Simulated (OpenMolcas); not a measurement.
## Ni4+: the spin-orbit constant, worked from levels

```yaml
Program: OpenMolcas
Basis: ANO-RCC-VTZP [6s5p3d2f1g]
Scalar_Hamiltonian: DKH2, point nucleus
Active_space: 12 electrons in 8 orbitals (RAS1 3p, at most 2 holes; RAS2 3d)
State_averaging: 2S+1 = 5 even, 5 roots; 2S+1 = 3 even, 45 roots; 2S+1 = 1 even, 44 roots
Spin-orbit_coupling: state interaction with AMFI integrals over the reference wave functions, term energies averaged over their components
```

Methods: RASSCF; MS-RASPT2, IPEA 0.25 Eh, imaginary shift 0.1 Eh (closed shells correlated: 3s). Measured levels: Corliss and Sugar, J. Phys. Chem. Ref. Data 10, 197 (1981).

**The spin-orbit constant.** For the Hund term ⁵D of d6, E(J) = (A/2) J(J+1) + constant and ζ = -2S·A = -4A. From J = 0 to J = 4 the energy changes by 10 A.

```json
{"Source": "RASSCF", "E(4) - E(0)": "-2002.4", "A": "-200.2", "ζ": "801"}
{"Source": "MS-RASPT2", "E(4) - E(0)": "-2004.7", "A": "-200.5", "ζ": "802"}
{"Source": "measured", "E(4) - E(0)": "-2057.6", "A": "-205.8", "ζ": "823"}
```

All in cm-1. MS-RASPT2 is off by -2.6 % and RASSCF by -2.7 %. Both methods take the spin-orbit matrix elements from the reference wave functions, so the second can move ζ only through the term energies and any multistate remixing. Second-order mixing with other terms is absorbed into this ζ.

Active for correlation alone: 3p; no level in the range computed is led by a configuration that opens it, so any true level of that kind is missing. Without dynamic correlation excited terms often stand tens of per cent too high (terms of higher spin than the ground term too low), and those without a measured partner can miss by more than the paired ones (holds for RASSCF). Computed and measured levels are paired by configuration, term and J; levels that our copy of the source lacks, or whose pairing is in doubt (as where it misses far off the trend of its configuration), stay unpaired and out of the deviations. Only configurations of the active space appear.
